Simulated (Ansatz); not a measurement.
Consider the ligand exchange at the Sn–O bond: `C[O][SnH]([Cl])[Cl]` + CH₃SH → `C[S][SnH]([Cl])[Cl]` + CH₃OH.

Computed with Ansatz on PBE0-D4/def2-TZVP structures; ΔE is electronic, products minus reactants. CCSD(T)/CBS adds triple-zeta CCSD(T) − MP2 to the extrapolated MP2 energy (def2 sets, frozen cores). This one scheme is used for every species. DFT in def2-TZVPP. Elements past krypton have def2 core potentials. For Sn outer-core shells are correlated without core-valence functions, which leaves a few kJ/mol of doubt a bond. One conformer a species, not always the lowest.

```csv
level,ΔE (kJ/mol),difference from CCSD(T)/CBS
PBE0-D4,-48.4,-8.6
r2SCAN0-D4,-44.7,-4.9
CAM-B3LYP-D4,-34.8,5.0
revPBE,-40.9,-1.1
BHLYP,-36.8,3.0
HF/def2-TZVPP,-33.7,6.1
MP2/def2-TZVPP,-41.4,-1.6
CCSD/def2-TZVPP,-35.6,4.2
HF/CBS(def2),-31.7,8.1
CCSD/CBS(def2),-39.2,0.6
CCSD(T)/CBS,-39.8,0
```

Largest T1 diagnostic among the species: 0.013.

At CCSD(T), def2-SVP lies +6.2 kJ/mol from the extrapolated value and def2-TZVPP +3.6 kJ/mol. From BLYP to BHLYP (50 % exact exchange), in def2-TZVPP and without D4, ΔE moves by −4.7 kJ/mol.
